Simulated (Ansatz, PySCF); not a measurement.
Ge(H)2(OEt)(NH2) (C2H9GeNO), SMILES CC[O][GeH2][NH2]. Atoms are numbered in the order given.

```xyz
14

Ge     0.9902    -0.3064    -0.0487
N      1.3522     1.4114     0.4404
O     -0.7539    -0.5914     0.1605
C     -1.6806     0.2616    -0.4673
C     -3.0598    -0.0089     0.0892
H      1.3841    -0.4237    -1.5352
H      1.6163    -1.3853     0.8471
H      1.4995     1.6081     1.4243
H      2.0138     1.9276    -0.1289
H     -1.4066     1.3223    -0.3070
H     -1.6802     0.0955    -1.5646
H     -3.8122     0.6327    -0.3948
H     -3.0800     0.1837     1.1724
H     -3.3398    -1.0606    -0.0731
```

Geometry optimised at PBE0-D3(BJ)/def2-SVP. One conformer was computed; it need not be the lowest.

Two levels are set side by side: PBE-D3(BJ)/def2-SVP (Ansatz, an electronic-structure program) and PBE0-D3(BJ)/def2-SVP (Ansatz). Each level has its own optimised geometry; the coordinates shown are those of the second. Frequencies come from the Hessian of PySCF at each geometry. Differences are taken from unrounded values.

```csv
quantity,PBE0-D3(BJ)
mean bond length (Å),1.319
bond Ge1–N2 (Å),1.822
bond Ge1–O3 (Å),1.780
bond O3–C4 (Å),1.407
bond C4–C5 (Å),1.512
bond Ge1–H6 (Å),1.542
bond Ge1–H7 (Å),1.536
bond N2–H8 (Å),1.014
bond N2–H9 (Å),1.014
bond C4–H10 (Å),1.107
bond C4–H11 (Å),1.110
bond C5–H12 (Å),1.101
bond C5–H13 (Å),1.100
bond C5–H14 (Å),1.100
highest harmonic wavenumber (cm⁻¹),3711
mean harmonic wavenumber (cm⁻¹),1368
zero-point energy (kcal/mol),70.40
```

Q: What does PBE-D3(BJ) give, and how far is it from PBE0-D3(BJ)? (Estimate from the structure and the level; the computed values follow.)

A: 
```csv
quantity,PBE-D3(BJ),PBE-D3(BJ) minus PBE0-D3(BJ)
mean bond length (Å),1.331,0.012
bond Ge1–N2 (Å),1.846,0.023
bond Ge1–O3 (Å),1.801,0.022
bond O3–C4 (Å),1.424,0.017
bond C4–C5 (Å),1.520,0.009
bond Ge1–H6 (Å),1.556,0.014
bond Ge1–H7 (Å),1.550,0.014
bond N2–H8 (Å),1.025,0.010
bond N2–H9 (Å),1.025,0.011
bond C4–H10 (Å),1.116,0.009
bond C4–H11 (Å),1.119,0.009
bond C5–H12 (Å),1.109,0.008
bond C5–H13 (Å),1.109,0.008
bond C5–H14 (Å),1.109,0.008
highest harmonic wavenumber (cm⁻¹),3568,-143
mean harmonic wavenumber (cm⁻¹),1321,-47
zero-point energy (kcal/mol),67.98,-2.41
```

GGA bonds tend to be longer and softer than those of functionals with exact exchange. Differences between two approximate levels are no errors against the true value.
